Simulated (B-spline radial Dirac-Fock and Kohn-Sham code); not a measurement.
# f′ and f″ of F, 552.4 eV to 6 keV

Model: the dispersion relation over Dirac-Hartree-Slater subshell photoionisation cross sections, with the Kissel-Pratt high-energy constant (isolated atom, no bound-bound lines or fine structure). Program: a radial B-spline solver. The forward scattering factor is f₀ + f′ + i f″.

Input file task.json (cfg lists n, l and occupation; rrms is the nuclear radius in fm):

```json
{"items": [{
  "Z": 9,
  "q": 0,
  "cfg": [[1, 0, 2], [2, 0, 2], [2, 1, 5]],
  "A": 19,
  "rrms": 2.8976,
  "do": "dispersion",
  "hv": [552.4, 662.8, 664.6, 667.5, 690.8, 694.5, 711.5, 1000.0, 1253.6, 1486.9, 2000.0, 2326.0, 2705.0, 2984.4, 3844.0, 4000.0, 4113.0, 4510.9, 5414.7, 6000.0, 6402.0, 6403.9, 6930.3, 8047.8, 9251.7, 10060.0, 12000.0, 14230.0, 15000.0, 17479.3, 17990.0, 18240.0, 20910.0, 21560.0, 22162.9, 24209.8, 25640.0, 25890.0, 27420.0, 29450.0, 30000.0, 40000.0, 61460.0, 71340.0],
  "edges": {"K": 696.7}
}]}
```

Launch: `python xray2_run.py task.json out`

Edges near this range: K 696.7 eV.

```
hν (eV)  λ (Å)  f′ (e)  f″ (e)  tabulated f′  tabulated f″
  552.4  22.44  -2.308   0.380             –          0.34
  662.8  18.71  -3.780   0.285             –          0.26
  664.6  18.66  -3.841   0.284             –          0.26
  667.5  18.57  -3.947   0.282             –          0.26
  690.8  17.95  -5.829   0.267             –          4.23
  694.5  17.85  -7.030   0.265             –          4.20
  711.5  17.43  -4.569   4.162             –          4.07
   1000  12.40  -0.256   2.644         -0.18          2.49
 1253.6  9.890   0.225   1.846          0.24          1.74
 1486.9  8.338   0.358   1.392          0.36          1.30
   2000  6.199   0.388   0.830          0.38          0.77
   2326  5.330       ?       ?             ?             ?
   2705  4.584   0.318   0.479          0.31          0.45
 2984.4  4.154   0.290   0.398          0.29          0.38
   3844  3.225   0.219   0.245          0.22          0.23
   4000  3.100   0.209   0.227          0.21          0.21
   4113  3.014   0.202   0.215          0.20          0.20
 4510.9  2.749   0.179   0.179          0.18          0.17
 5414.7  2.290   0.139   0.124          0.14          0.12
   6000  2.066   0.120   0.101          0.12          0.09
```

Question: What are f′ and f″ at 2326 eV?

Answer: f′ = 0.358 and f″ = 0.632 electrons (tables: 0.35 and 0.59). By the optical theorem f″ corresponds to a photoabsorption cross section 2 rₑ λ f″ = 19000 b.

Tabulated f′: xraylib 4.2 anomalous scattering factors (Cullen et al., EPDL97); f″: Chantler's tables (J. Phys. Chem. Ref. Data 1995 and 2000). Both are theoretical tables.

Values without a named source are computed, but for edge energies of neutral atoms, which are taken from tables.
